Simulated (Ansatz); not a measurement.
Ansatz results at the PBE0-D4/def2-TZVP geometry: HOMO–LUMO gap (PBE0/def2-TZVPP) 7.41 eV; HOMO–LUMO gap (PBE/def2-TZVPP) 5.31 eV; LUMO energy (B3LYP/def2-TZVPP) -0.12 eV.

Each molecule was computed in one conformer, which needn't be the lowest.

**Question.** Which molecule gave them?
A. `BN(B)[SiH2]C`
B. `BNCC`
C. `BN(C=C)CC`
D. `BN(CC=C)C(C)(C)C`

**Answer.** D. The others give `BN(B)[SiH2]C`: 7.45, 5.10, -1.60; `BN(C=C)CC`: 6.17, 4.21, -0.75; `BNCC`: 8.10, 5.90, 0.00.

B3LYP here is the variant with VWN-RPA as its local correlation; programs differ in this.
